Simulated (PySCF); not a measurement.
BeH₂, SMILES [BeH2] (connectivity only; charge and spin as stated), charge +1, multiplicity 2.

Geometry optimised at PBE0-D3(BJ)/def2-TZVPD. A frequency run showed that this geometry is not a minimum. The multiplicity is an assumed one; other spin states were not compared. The isomer is the one that the SMILES or the coordinates give; other isomers of the formula were not compared.

Two levels are set side by side: PBE/def2-TZVPD (PySCF) and M06-2X/def2-TZVPD (PySCF). Same geometry, gas phase. Differences are taken from unrounded values.

```tsv
quantity	M06-2X	PBE	PBE minus M06-2X
α-spin orbital gap (eV)	12.65	7.92	-4.72
β-spin orbital gap (eV)	4.64	1.01	-3.63
mean polarisability (bohr³)	32.6	27.9	-4.7
```

Rough cost on one machine, each run with all the roots and properties that it gave: M06-2X against PBE about 4 times.
